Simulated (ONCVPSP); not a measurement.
## Varying the ONCV potential for Cr

Base potential:

```json
{
  "Element": "Cr",
  "Generator": "ONCVPSP 4.0.1",
  "Type": "optimised norm-conserving Vanderbilt (ONCV)",
  "Functional": "PBE",
  "Relativity": "scalar-relativistic",
  "Frozen core": "[Ne]",
  "Valence charge": "14",
  "Reference configuration": "3s2 3p6 3d5 4s1",
  "Partial waves": "3s+4s: rc 1.50 bohr, ncon 4, nbas 8, qcut 8.5 1/bohr, 2 projectors; 3p: rc 0.95 bohr, ncon 4, nbas 7, qcut 8.6 1/bohr, 1 projector; 3d: rc 1.95 bohr, ncon 3, nbas 7, qcut 8.7 1/bohr, 2 projectors, debl 3.5 Ha",
  "Local potential": "polynomial inside 0.80 bohr (lpopt 5, dvloc0 0 Ha)",
  "Core correction": "Teter function, fcfact 5.5, rcfact 1.3"
}
```

All-electron outer shells of the reference configuration (PBE, scalar-relativistic, ld1.x):

| shell | level (eV) | outermost node (bohr) | outermost maximum (bohr) |
| --- | --- | --- | --- |
| 2p | -560.70 | – | 0.20 |
| 3s | -73.99 | 0.36 | 0.78 |
| 3p | -45.44 | 0.33 | 0.80 |
| 4s | -4.01 | 1.12 | 2.74 |
| 3d | -2.91 | – | 0.84 |

Cutoffs, loose and tight: the cutoffs (Ha) at which the residual kinetic energy of the hardest occupied pseudo-wave falls to 1 and 0.1 mHa per electron. They do not see the model core or the augmentation charge, which bear on the density cutoff. Test errors are all-electron minus pseudo excitation energies from the reference, over the configurations 3s2 3p6 3d5 4s0; 3s2 3p6 3d4 4s0; 3s2 3p6 3d3 4s0; 3s2 3p6 3d4 4s2. A dash means not determined; rows that change the core or the reference have their own tests. The largest error is taken over the tests solved by every variant that gives reliable tests at all: 3s2 3p6 3d4 4s0; 3s2 3p6 3d4 4s2; 3s2 3p6 3d5 4s0.

| change | outcome | cutoff, loose | cutoff, tight | bound ghosts | GHOST(+) flags above zero | largest test error (meV) |
| --- | --- | --- | --- | --- | --- | --- |
| base | generated | 38 Ha | 142 Ha | none | s | +39 |
| local potential polynomial inside 0.80 bohr (lpopt 5, dvloc0 -2.5 Ha) | generated | 38 Ha | 142 Ha | none | s | +40 |
| local potential polynomial inside 0.80 bohr (lpopt 5, dvloc0 1 Ha) | generated | 38 Ha | 142 Ha | none | s | +39 |
| local potential polynomial inside 0.80 bohr (lpopt 5, dvloc0 2 Ha) | generated | 38 Ha | 142 Ha | none | s | +39 |
| local potential polynomial inside 0.80 bohr (lpopt 5, dvloc0 4.5 Ha) | generated | 38 Ha | 142 Ha | none | none | +39 |
| local potential polynomial inside 0.80 bohr (lpopt 5, dvloc0 7 Ha) | generated | 38 Ha | 142 Ha | none | none | +38 |
| local potential polynomial inside 0.80 bohr (lpopt 5, dvloc0 9 Ha) | generated | 38 Ha | 142 Ha | none | none | +38 |

Reading the sweep of the dvloc0 (base included, trends over the rows without a ghost): The loose cutoff stays near 38 Ha.
